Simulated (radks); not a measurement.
Ga I, configuration [Ar] 3d10 4s2 4p1 (the NIST ground configuration). All-electron calculation, non-relativistic Kohn-Sham, PBE, spin-polarised, spherical densities, point nucleus; open shells are filled with parallel spins first; hard spherical wall at 5 bohr. Program: a radial shooting solver on a logarithmic mesh with Libxc functionals. Some entries of the table are withheld. Estimate them.

orbital  occ.  eigenvalue (eV)  <r^2> (bohr^2)  <1/r> (bohr^-1)
1s up       1        -10088.76        0.003273            30.51
1s down     1        -10088.73        0.003273            30.51
2s down     1        -1229.389         0.05782            6.677
2s up       1        -1229.389         0.05782            6.677
2p up       3        -1088.886         0.04522            6.646
2p down     3        -1088.868         0.04522            6.646
3s up       1        -140.5727          0.5069            2.138
3s down     1        -140.5483          0.5067            2.138
3p up       3         -95.0068          0.5520            2.011
3p down     3         -94.9748          0.5514            2.012
3d up       5         -17.1229          0.8681            1.649
3d down     5         -17.0287          0.8528            1.655
4s up       1          -6.8766           5.633           0.5660
4s down     1          -5.9380           5.583           0.5714
4p up       1           0.2031             (1)           0.4809
4p down     0           1.2179             (2)           0.4829
4d up       0          10.5131           9.548           0.4257
4d down     0          11.4900           9.631           0.4208
5s up       0          15.2273           10.16              (3)
5s down     0          15.8604           10.22              (4)
5p up       0          21.7598           9.817           0.5024
5p down     0          22.3813           9.813           0.5037

Answer. 
(1) 4p up <r^2> (bohr^2): 7.163
(2) 4p down <r^2> (bohr^2): 7.163
(3) 5s up <1/r> (bohr^-1): 0.4846
(4) 5s down <1/r> (bohr^-1): 0.4824
